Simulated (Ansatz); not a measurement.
```yaml
crystal:
  periodic: [false, false, false]
  atoms:
    - {symbol: C, position_ang: [-0.498063, -0.444625, 2.464590]}
    - {symbol: O, position_ang: [-0.446413, -0.507795, 1.074402]}
    - {symbol: Ta, position_ang: [0.171564, 0.176253, -0.587820]}
    - {symbol: N, position_ang: [1.211274, 1.606660, -0.465630]}
    - {symbol: N, position_ang: [-1.406325, 0.735283, -1.674516]}
    - {symbol: N, position_ang: [1.269489, -1.226640, -1.487586]}
    - {symbol: H, position_ang: [-0.098234, -1.367409, 2.898016]}
    - {symbol: H, position_ang: [-1.534954, -0.328699, 2.797236]}
    - {symbol: H, position_ang: [0.085669, 0.399698, 2.845367]}
    - {symbol: H, position_ang: [1.785281, 2.408493, -0.269797]}
    - {symbol: H, position_ang: [-1.513476, 1.632129, -2.120490]}
    - {symbol: H, position_ang: [-2.190557, 0.141076, -1.901481]}
    - {symbol: H, position_ang: [0.957576, -2.167139, -1.681996]}
    - {symbol: H, position_ang: [2.194370, -1.086484, -1.861295]}
basis:
  gaussian: {orbitals: def2-mTZVPP, point_charges: [{charge: 0.50, position_ang: [6.148, -0.768, 0.344]}]}
magnetization: {spin_polarized: true, initial_magnetization: 2}
hamiltonian: {xc: {name: CCSD(T)}, dispersion: rvv10}
accuracy: high
```

```sh
$ ansatz run in.yaml --threads 4 --pin off --events-out ev --progress --plain --max-ram 11315MiB
```

Output, abridged:

```
Error: YAML parse error: error: line 21 column 19: hamiltonian.xc: no functional is named "CCSD(T)"; the names, which are not case-sensitive, are SVWN5, SPW92, PBE, PBE0, PBEsol, revPBE, revPBE0, RPBE, rPW86-PBE, HSE06, wPBEh, LC-wPBE, HISS, HF, BLYP, B3LYP, B3LYP5, BHLYP, CAM-B3LYP, r2SCAN, r2SCANh, r2SCAN0, r2SCAN50, m-r2SCAN, B97, wB97, wB97X, wB97X-V, B97M-V, wB97M-V, B2PLYP, B2GP-PLYP, PBE0-DH, PBE-QIDH
19 |   gaussian: {orbitals: def2-mTZVPP, point_charges: [{charge: 0.50, position_ang: [6…
20 | magnetization: {spin_polarized: true, initial_magnetization: 2}
21 | hamiltonian: {xc: {name: CCSD(T)}, dispersion: rvv10}
22 | accuracy: high
```

(1) Something in this input is off. What?

## Answers

(1) The method's name isn't one that the program takes here. The input was rejected before any iteration.

HSE06 is defined as in plane-wave codes.
